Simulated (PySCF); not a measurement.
# Assignment exercise: C7H16O3

Molfile (atoms numbered from 1):
```
C7H16O3
     RDKit          3D

 26 25  0  0  0  0  0  0  0  0999 V2000
   -0.4281    3.4158    1.2466 C   0  0  0  0  0  0  0  0  0  0  0  0
   -0.8417    2.1675    0.4867 C   0  0  0  0  0  0  0  0  0  0  0  0
    0.1634    1.1821    0.6716 O   0  0  0  0  0  0  0  0  0  0  0  0
   -0.0072    0.0458   -0.0937 C   0  0  0  0  0  0  0  0  0  0  0  0
    1.0439   -0.8236    0.1201 O   0  0  0  0  0  0  0  0  0  0  0  0
    2.3144   -0.3118   -0.2534 C   0  0  0  0  0  0  0  0  0  0  0  0
    3.3407   -1.4198   -0.0905 C   0  0  0  0  0  0  0  0  0  0  0  0
   -1.1958   -0.5704    0.2440 O   0  0  0  0  0  0  0  0  0  0  0  0
   -1.4944   -1.7230   -0.5292 C   0  0  0  0  0  0  0  0  0  0  0  0
   -2.8880   -2.1981   -0.1569 C   0  0  0  0  0  0  0  0  0  0  0  0
    0.5202    3.7871    0.8677 H   0  0  0  0  0  0  0  0  0  0  0  0
   -1.1876    4.1840    1.1315 H   0  0  0  0  0  0  0  0  0  0  0  0
   -0.3115    3.1794    2.2999 H   0  0  0  0  0  0  0  0  0  0  0  0
   -1.8007    1.7860    0.8555 H   0  0  0  0  0  0  0  0  0  0  0  0
   -0.9420    2.3786   -0.5896 H   0  0  0  0  0  0  0  0  0  0  0  0
   -0.0355    0.3355   -1.1883 H   0  0  0  0  0  0  0  0  0  0  0  0
    2.2696    0.0304   -1.2993 H   0  0  0  0  0  0  0  0  0  0  0  0
    2.5636    0.5463    0.3811 H   0  0  0  0  0  0  0  0  0  0  0  0
    3.3594   -1.7506    0.9436 H   0  0  0  0  0  0  0  0  0  0  0  0
    3.0821   -2.2666   -0.7202 H   0  0  0  0  0  0  0  0  0  0  0  0
    4.3244   -1.0523   -0.3685 H   0  0  0  0  0  0  0  0  0  0  0  0
   -1.4425   -1.4601   -1.5975 H   0  0  0  0  0  0  0  0  0  0  0  0
   -0.7495   -2.5013   -0.3277 H   0  0  0  0  0  0  0  0  0  0  0  0
   -3.1364   -3.0893   -0.7261 H   0  0  0  0  0  0  0  0  0  0  0  0
   -2.9246   -2.4277    0.9037 H   0  0  0  0  0  0  0  0  0  0  0  0
   -3.6172   -1.4209   -0.3682 H   0  0  0  0  0  0  0  0  0  0  0  0
  1  2  1  0
  2  3  1  0
  3  4  1  0
  4  5  1  0
  5  6  1  0
  6  7  1  0
  4  8  1  0
  8  9  1  0
  9 10  1  0
  1 11  1  0
  1 12  1  0
  1 13  1  0
  2 14  1  0
  2 15  1  0
  4 16  1  0
  6 17  1  0
  6 18  1  0
  7 19  1  0
  7 20  1  0
  7 21  1  0
  9 22  1  0
  9 23  1  0
 10 24  1  0
 10 25  1  0
 10 26  1  0
M  END
```

- coordinates at the GFN2-xTB level
- NMR shieldings at PBE0/pcSseg-1/GIAO
- code: PySCF 2.14.0 with density-fitted response routines
- non-relativistic Hamiltonian, no solvent, rapidly exchanging positions averaged, single conformer

References, each an isolated molecule treated in the same way: 13C and 1H against TMS.

Question: Assign these signals to the numbered atoms. 13C{1H} NMR (computed): δ 120.9, 64.8, 17.0.

Answer: 
| δ (ppm) | atoms | environment | reason |
| --- | --- | --- | --- |
| 120.9 | C4 | sp3 carbon bearing two oxygens | 3 electronegative neighbours deshield it |
| 64.8 | C2/C6/C9 | sp3 CH2 bonded to O | the inductive effect lowers its shielding |
| 17.0 | C1/C7/C10 | methyl carbon | aliphatic region, no heteroatom directly attached |

Question: Assign these signals to the numbered atoms. 1H NMR (500 MHz, computed): δ 5.35 (s, 1H), 3.72 (q, 6H), 1.28 (t, 9H).

Answer: 
```tsv
δ (ppm)	atoms	environment	reason
5.35	H16	hydrogen on an sp3 carbon bearing two oxygens	its carbon carries O, which withdraws density
3.72	H14/H15/H17/H18/H22/H23	hydrogen on an sp3 CH2 bonded to O	its carbon carries O, an electronegative neighbour
1.28	H11/H12/H13/H19/H20/H21/H24/H25/H26	hydrogen on a methyl carbon	–
```

Shifts are as computed. Against solution values, carbons near 30 ppm lie about +3 ppm off and those near 130 ppm about +5 ppm. Of 1211 compounds with measured shifts, 218 miss one by over three times the rms of a fit or turn the order of signals round; such compounds aren't used in these exercises. No couplings were computed; multiplicities are counted from neighbouring protons, with m where these are inequivalent, close in shift, in a saturated or five-membered ring or joined by F or P, and br s for small geminal =CH2 splittings.
